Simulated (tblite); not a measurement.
Compound: C3H12ClFSi3.
Numbering: `[CH3:1][Si@@:2]([Cl:3])([CH2:4][SiH3:5])[CH2:6][SiH2:7][F:8]` (hydrogens: H9, H10, H11 on C1; H12, H13 on C4; H14, H15, H16 on Si5; H17, H18 on C6; H19, H20 on Si7)

The geometry is computed with GFN2-xTB (gas phase).

What internal coordinates does the optimisation give?

```tsv
bond	length (Å)
C1–Si2	1.903
Si2–Cl3	2.044
Si2–C4	1.900
C4–Si5	1.903
Si2–C6	1.913
C6–Si7	1.893
Si7–F8	1.615
C1–H9, C1–H10, C1–H11	1.086
C4–H12	1.090
C4–H13	1.090
Si5–H14, Si5–H15, Si5–H16	1.465
C6–H17	1.089
C6–H18	1.090
Si7–H19	1.458
Si7–H20	1.453
```

Bonds in one row agree within 0.01 Å and their mean is given. A selection of angles:
```tsv
angle	degrees
C1–Si2–Cl3	107.6
C1–Si2–C4	111.7
C1–Si2–C6	110.0
Cl3–Si2–C4	108.7
Cl3–Si2–C6	106.6
C4–Si2–C6	112.0
Si2–C4–Si5	116.6
Si2–C6–Si7	115.7
C6–Si7–F8	106.8
```

Dihedral angles: C1–Si2–C4–Si5 -54° (synclinal); C1–Si2–C6–Si7 -174° (antiperiplanar); Si2–C6–Si7–F8 67° (synclinal).

Si7 (fluorine-bound silicon) is distorted tetrahedral (angles from 104.3° to 114.1°). Of the pairs four or more bonds apart, Si7···H12 is among the closest relative to their van der Waals radii: 3.33 Å, 101 % of the sum of Bondi's values. Si2 (chlorine-bound silicon) is tetrahedral (angles from 106.6° to 112.0°). Si5 (SiH3 silicon) is tetrahedral (angles from 108.9° to 110.3°).

Point group: C1 (no symmetry element, even within 0.4 Å). Its GFN2-xTB frequencies are all real (lowest 20 cm⁻¹). One conformer, not necessarily the lowest.

Time: 4.4 s wall. Hardware: Arm Neoverse N1, one thread, shared host. That covers the optimisation of the geometry.
